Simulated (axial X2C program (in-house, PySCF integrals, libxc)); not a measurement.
## Low determinants of SnN⁻ at the PBE0 level, with spin–orbit coupling

Computed with an axial X2C code built on PySCF integrals. Two-component (2c) means X2C with spin–orbit coupling and atomic mean-field two-electron Coulomb and Gaunt terms. Basis: Sn dyall-acv3z [12s13p10d5f1g], N dyall-av3z [7s7p3d2f] (cores contracted in-house); Gaussian nuclei, density fitting, unrestricted open shells. Masses: Sn 119.902 u, N 14.003 u.

Search at 1.900 Å (vertical energies from the lowest determinant):

| ΔE (eV) | state | electrons beyond evenly filled partner blocks | electrons in ±ω = 1/2, 3/2, 5/2, 7/2 |
| --- | --- | --- | --- |
| 0.00 | Ω = 0 | none | 38 16 4 0 |
| 1.60 | Ω = 1 | ω = -1/2, ω = 3/2 | 39 15 4 0 |
| 1.71 | Ω = 1 | 2 × ω = 1/2 | 38 16 4 0 |
| 1.74 | Ω = 3 | 2 × ω = 3/2 | 38 16 4 0 |
| 1.84 | Ω = 1 | ω = -1/2, ω = 3/2 | 37 17 4 0 |
| 1.92 | Ω = 2 | ω = 1/2, ω = 3/2 | 37 17 4 0 |
| 1.99 | Ω = 2 | ω = 1/2, ω = 3/2 | 39 15 4 0 |

Lowest determinant, Ω = 0 (closed shell): Re = 1.871 Å, ωe = 841.1 cm⁻¹.

The determinant in row 2 of the search, Ω = 1 (⟨Sz⟩ = 1.00, ⟨Lz⟩ = 0.00 at PBE0), was followed along the bond at PBE0; measured from the minimum of the lowest determinant it gives:

Te = 1.439 eV (11608 cm⁻¹), Re = 2.034 Å, ωe = 572.3 cm⁻¹.

Problem. Compare the bond of the determinant in row 2 with that of the lowest one.

Solution. At PBE0 its Re is 0.163 Å longer and its force constant, which goes as ωe², is 0.46 times that of the lowest determinant. T0 ≈ Te + Δωe/2 = 11608 + (-134) = 11474 cm⁻¹.

The search compares states at one distance, so a state with another bond length can lie lower; it is not exhaustive and yields mostly the lowest determinant of each block pattern, so other components and higher states of one pattern are missing. These are energies of single determinants, not of spin-adapted states; PBE0 term energies can be off by some tenths of an eV, and the functional has no current term. Open-shell Ω = 0 determinants with evenly filled partner blocks cannot be reached by this program, so the Ω shown need not be the lowest component. For an anion, determinants above electron detachment are held by the basis set. Row 2 has a positive highest level at its minimum.
